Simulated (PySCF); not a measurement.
An unknown shows these calculated signals:

1H NMR (400 MHz, computed): δ 6.37 (d, 1H), 5.89 (m, 1H), 5.46 (m, 1H), 5.43 (m, 1H), 5.31 (m, 1H), 3.01 (m, 1H), 2.77 (m, 1H), 2.49 (m, 1H), 1.88 (m, 1H), 1.36 (m, 1H).

13C{1H} NMR (computed): δ 146.4 (CH), 145.5 (CH), 137.6 (CH), 121.9 (CH2), 52.7 (CH2), 45.1 (CH), 26.9 (CH2).

- σ from GIAO-B97-2/pcSseg-1
- coordinates at the PBE0-D3(BJ)/def2-SVP level
- program: PySCF
- non-relativistic Hamiltonian, no solvent model, one computed conformer

Shifts are taken against calculated references (same method and geometry level): 1H (31.38 ppm), 13C (183.69 ppm) against TMS.

Which of these does the molecule contain: a three-membered ring, a vinyl group CH=CH2, a C≡C triple bond, a tert-butyl group, a non-aromatic C=C double bond?

Answers


- A three-membered ring: no.
- A vinyl group CH=CH2: yes (δC 121.9, 146.4; δH 5.43 (m), 5.31 (m), 5.46 (m)).
- A C≡C triple bond: no.
- A tert-butyl group: no.
- A non-aromatic C=C double bond: yes.

The data belong to SMILES C=C[C@@H]1C=C[S@@](=O)CC1, C7H10OS; they needn't prove each group on their own.

Carbon signals by region: 4 in the sp2 and nitrile region (100–160 ppm), 1 at 50–100 ppm, 2 below 50 ppm.

Shifts are as computed. Against solution values, carbons near 30 ppm lie about +1 ppm off and those near 130 ppm about +2 ppm. Of 1211 compounds with measured shifts, 218 miss one by over three times the rms of a fit or turn the order of signals round; such compounds aren't used in these exercises. No couplings were computed; multiplicities are counted from neighbouring protons, with m where these are inequivalent, close in shift, in a saturated or five-membered ring or joined by F or P, and br s for small geminal =CH2 splittings.
